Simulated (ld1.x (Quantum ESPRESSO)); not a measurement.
## u(r) = r·R(r): atom against pseudo-atom (Ga)

Columns: radius, all-electron u(r) and pseudo u(r) of the 4p shell (level -9.07 eV) of gallium in the configuration [Ar] 3d10 4s2 4p0; PBE, scalar-relativistic, ultrasoft scheme, ld1.x (Quantum ESPRESSO) 7.5.

```tsv
r (bohr)	all-electron	pseudo
0.105	0.1480	0.0029
0.210	0.0419	0.0118
0.315	-0.1325	0.0264
0.420	-0.2330	0.0467
0.525	-0.2464	0.0726
0.630	-0.1991	0.1038
0.735	-0.1184	0.1398
0.840	-0.0235	0.1802
0.945	0.0737	0.2240
1.050	0.1666	0.2705
1.155	0.2518	0.3186
1.260	0.3279	0.3671
1.365	0.3942	0.4146
1.470	0.4510	0.4598
1.575	0.4987	0.5015
1.680	0.5380	0.5384
1.785	0.5694	0.5694
1.890	0.5936	0.5936
1.995	0.6115	0.6115
2.100	0.6235	0.6235
2.205	0.6304	0.6304
2.310	0.6326	0.6326
2.415	0.6309	0.6309
2.520	0.6257	0.6257
2.625	0.6175	0.6175
2.730	0.6069	0.6069
```

Question: How many radial nodes do the two functions have?

Answer: The all-electron 4p function has n − l − 1 = 2; the pseudo-wave has 0, since the states of the same l below it are removed with the core.

Question: At about which radius was the pseudo-wave matched?

Answer: 1.80 bohr. The columns agree to 0.0005 from 1.68 bohr on; several derivatives are matched, so the curves merge somewhat inside the radius.

Question: Is the pseudo-wave norm-conserving?

Answer: No, it belongs to an ultrasoft set: the norm inside the radius is not constrained, and the difference is carried by the augmentation charge.
